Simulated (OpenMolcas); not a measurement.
V2+ with 6 ligands (fluoride) in octahedral coordination (Oh). A charge of +0.667 e stands 2.4 Å behind each ligand. Ligand basis ANO-RCC-VDZP.

```json
{
  "Program": "OpenMolcas 26.06",
  "Method": "SS-CASPT2, IPEA 0.25 Eh, imaginary shift 0.1 Eh (closed shells correlated: 3s 3p and the ligand valence shells)",
  "Basis": "ANO-RCC-VTZP [6s5p3d2f1g]",
  "Scalar Hamiltonian": "DKH2, point nucleus",
  "Active space": "3 electrons in 5 orbitals (3d)",
  "State averaging": "2S+1 = 4 even, 10 roots; 2S+1 = 2 even, 40 roots",
  "Spin-orbit coupling": "RASSI with atomic mean-field integrals over the reference wave functions"
}
```

All ligands move together. At R = 2.05 Å the first state of the same spin is 11030 cm-1, and at R = 2.1 Å it is 9700 cm-1.

Q: A third run gives 8120 cm-1. What distance was it run at?

A: With a power law R^-n the two known points give n = -ln(9700 / 11030) / ln(2.1 / 2.05) = 5.33. Then R = 2.05 × (11030 / 8120)^(1/5.33) = 2.171 Å. The run was at 2.17 Å, so the estimate is off by +0.001 Å.

Roots that are degenerate in the reference are averaged as groups; the widest CASPT2 spread within a group is 600 cm-1 (the 3-fold group of multiplicity 2 near 59600 cm-1 above the lowest state of its run, R = 2.05). Shifts and gaps below about the spread of the groups concerned are not significant. Over all roots computed the reference weight is 0.70 to 0.72 in R = 2.05, 0.70 to 0.71 in R = 2.1, 0.70 to 0.71 in R = 2.17; a low but even weight reflects the number of correlated electrons. Ligand-to-metal charge-transfer states are missing. These CASPT2 states fit no ligand-field parameters well, so their order and spin gaps are uncertain. With no ligand orbital active B as a rule stays too high, so bands that hang on it stand too high and its fall with covalency is understated. With one d shell and no ligand orbital active, 10Dq can be off by tens of per cent for divalent 3d ions, low with halides held by bare charges and at times high in hosts. Free-ion shares, where given, are those of the reference states; single-state CASPT2 does not remix them. No measured value stands beside these numbers; the geometry was imposed, not optimised, and the real ion may take another.
